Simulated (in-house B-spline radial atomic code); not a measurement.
A radial electron density 4πr²n(r) was computed for an atom or ion in its tabulated ground configuration with a B-spline radial code for spherical atoms; method: Dirac-Hartree-Fock, average of configuration. Columns: r (bohr), 4πr²n(r) (electrons per bohr), bar.

```
0.000483    3.244 #
0.000597    4.532 #
0.000737    6.287 ##
 0.00091    8.672 ###
 0.00112    11.83 ####
 0.00139    16.19 #####
 0.00171    21.66 #######
 0.00212    28.95 #########
 0.00262    37.94 ############
 0.00323    48.68 ###############
 0.00399    61.21 ###################
 0.00493    74.91 #######################
 0.00609    88.64 ###########################
 0.00752    100.7 ###############################
 0.00929    109.3 #################################
  0.0115    112.6 ##################################
  0.0142    110.2 ##################################
  0.0175    104.3 ################################
  0.0216    99.63 ##############################
  0.0267    102.1 ###############################
   0.033    114.7 ###################################
  0.0407    132.5 ########################################
  0.0503    144.2 ############################################
  0.0621    139.4 ###########################################
  0.0767    122.6 #####################################
  0.0947      113 ##################################
   0.117    122.7 #####################################
   0.145    134.6 #########################################
   0.178    121.3 #####################################
    0.22    88.29 ###########################
   0.272    72.47 ######################
   0.336    82.39 #########################
   0.415    85.18 ##########################
   0.513    63.89 ###################
   0.634    37.96 ############
   0.783    24.54 #######
   0.967    19.56 ######
    1.19    14.85 #####
    1.47    9.093 ###
    1.82    4.402 #
    2.25    1.699 #
    2.78   0.4956 
    3.43  0.09956 
    4.24  0.01177 
    5.23 0.0007382
```

(1) Which atom or ion is it?
A. Os3+
B. Tl4+
C. Pt3+
D. Pt2+

Results:

(1) C. The area under the curve, ∫4πr²n dr = ∫r·4πr²n d(ln r) on this logarithmic grid, is 75 electrons, which only this option has. The configuration is [Xe] 4f14 5d7.
